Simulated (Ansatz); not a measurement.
```yaml
crystal:
  periodic: [false, false, false]
  atoms:
    - {symbol: Cl, position_ang: [-1.735681, -1.028125, -0.334386]}
    - {symbol: C, position_ang: [0.005301, -0.777394, -0.084476]}
    - {symbol: B, position_ang: [0.516529, 0.397397, 0.606316]}
    - {symbol: Ga, position_ang: [-0.712605, 1.098940, -1.389581]}
    - {symbol: H, position_ang: [0.550667, -1.588401, -0.550111]}
    - {symbol: H, position_ang: [-0.256950, 1.255239, 0.986988]}
    - {symbol: H, position_ang: [1.694139, 0.574342, 0.719449]}
basis:
  gaussian: {orbitals: cc-pVTZ}
magnetization: {spin_polarized: true, initial_magnetization: 1}
hamiltonian: {xc: {name: r2SCAN}, dispersion: d3bj}
accuracy: high
```

```sh
$ ansatz run in.yaml --threads 2 --pin off --events-out ev --progress --plain --max-ram 4352MiB
```

Output, abridged:

```
Error: a molecule whose nuclei and cores have a total charge of 62 cannot have a net charge of 0 together with 1 unpaired electrons
```

What is wrong with this run?

The number of unpaired electrons doesn't fit the electron count. The input was rejected before any iteration.
